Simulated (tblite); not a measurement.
C6H9NOSi.
Atom-mapped SMILES: `[N:1]#[C:2][Si@@H:3]1[CH2:4][CH2:5][C@:6]12[CH2:7][C@H:8]2[OH:9]` (hydrogens: H10 on Si3; H11, H12 on C4; H13, H14 on C5; H15, H16 on C7; H17 on C8; H18 on O9)

Structure optimised with GFN2-xTB, isolated species.

Q: Give the optimised bond lengths and angles.

A: 
```tsv
bond	length (Å)
N1≡C2	1.146
C2–Si3	1.867
Si3–C4	1.916
C4–C5	1.546
C5–C6	1.531
C6–C7	1.512
C7–C8	1.494
C8–O9	1.388
Si3–C6	1.891
C6–C8	1.508
Si3–H10	1.461
C4–H11	1.087
C4–H12	1.087
C5–H13	1.092
C5–H14	1.091
C7–H15	1.082
C7–H16	1.080
C8–H17	1.083
O9–H18	0.964
```

A selection of angles:
```tsv
angle	degrees
N1–C2–Si3	179.8
C2–Si3–C4	114.4
C2–Si3–C6	114.4
C4–Si3–C6	75.9
Si3–C4–C5	91.8
C4–C5–C6	99.0
C5–C6–C7	122.9
C5–C6–C8	122.4
C7–C6–C8	59.3
Si3–C6–C5	93.3
Si3–C6–C7	131.5
Si3–C6–C8	129.5
C6–C7–C8	60.2
C7–C8–O9	121.9
C6–C8–C7	60.5
C6–C8–O9	121.3
H18–O9–C8	108.8
```

Dihedral angles: C2–Si3–C4–C5 -112° (anticlinal); Si3–C4–C5–C6 2° (synperiplanar); C4–C5–C6–C7 144° (anticlinal); C5–C6–C7–C8 111° (anticlinal); C6–C7–C8–O9 -111° (anticlinal); C2–Si3–C6–C5 112° (anticlinal); C5–C6–C8–C7 -112° (anticlinal); H18–O9–C8–C7 31° (synclinal).

The 3 C–Si bonds span 1.867 Å (C2–Si3, drawn single) to 1.916 Å (Si3–C4, drawn single), a spread of 0.049 Å. Of the pairs four or more bonds apart, C5···H18 is among the closest relative to their van der Waals radii: 2.74 Å, 95 % of the sum of Bondi's values. The C–C distances run from 1.494 Å (C7–C8, drawn single) to 1.546 Å (C4–C5, drawn single), a spread of 0.052 Å. The 4-membered ring Si3–C4–C5–C6 has internal angles of 75.9° to 99.0°; it is almost planar, 0.01 Å rms from its mean plane, widest ring torsion 2°. Si3 (SiH silicon) has angles from 75.9° to 121.8°. The 3-membered ring C6–C7–C8 has internal angles of 59.3° to 60.5°.

Point group: C1 (no symmetry element, even within 0.4 Å). Its GFN2-xTB frequencies are all real (lowest 45 cm⁻¹). The numbers are those of one conformer (C7–C8–O9–H 31°). 2 starts were optimised and ended at 0.00 and 1.42 kcal/mol (GFN2-xTB); the lowest of these is shown.

All values are computed, not measured.
